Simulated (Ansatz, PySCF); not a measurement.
This PySCF input computes a SVWN5/def2-TZVPD energy:

```python
from pyscf import gto, scf, dft

mol = gto.M(
    atom='''
    F    -1.18261059   -0.45587354    0.19349076
    S    -0.00851766    0.42106893   -0.24933404
    F     1.19770611   -0.43039347    0.15520534
    H     0.00042284    1.23930015    0.85107977
    ''',
    basis='def2-tzvpd',
    charge=1,
    spin=0,
    verbose=4,
)

mf = dft.RKS(mol, xc='svwn').density_fit(auxbasis='def2-universal-jkfit')
mf.grids.level = 3
mf.conv_tol = 1e-9
mf.max_cycle = 100
mf.max_memory = 1500
mf.kernel()
if not mf.converged:
    mf = mf.newton()
    mf.kernel(mf.make_rdm1())
mf.analyze()
```

Q: Write an input for the same energy in Ansatz (a quantum-chemistry and plane-wave program) and say what it gives.

A: 
Ansatz 0.2 input:
```yaml
crystal:
  periodic: [false, false, false]
  atoms:
    - {symbol: F, position_ang: [-1.18261059, -0.45587354, 0.19349076]}
    - {symbol: S, position_ang: [-0.00851766, 0.42106893, -0.24933404]}
    - {symbol: F, position_ang: [1.19770611, -0.43039347, 0.15520534]}
    - {symbol: H, position_ang: [0.00042284, 1.23930015, 0.85107977]}
basis:
  gaussian:
    orbitals: def2-TZVPD
hamiltonian:
  xc: {name: SVWN5}
total_charge: 1
output: {forces: true}
```
It gives -595.57824 Eh, and PySCF -595.57831 Eh, a difference of 0.07 mEh, from the treatment of integrals and grids.

It need not be the lowest isomer of its formula.
